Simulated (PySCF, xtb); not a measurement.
B(Cl)(H)(SeH) (BClH2Se), SMILES B([SeH])Cl.

GFN2-xTB in xtb at its own geometry gives an orbital gap of 3.74 eV and a dipole moment of 0.87 D.

The structure is a stationary point at B3LYP-D3(BJ)/def2-TZVP. The values are those of a single conformer.

### Question
What does M06-2X/def2-TZVPD (PySCF) give? (The exact figures need the calculation; the answer reports its results.)

### Answer
gap 8.24 eV (levels -8.92 and -0.68 eV), dipole 0.58 D.
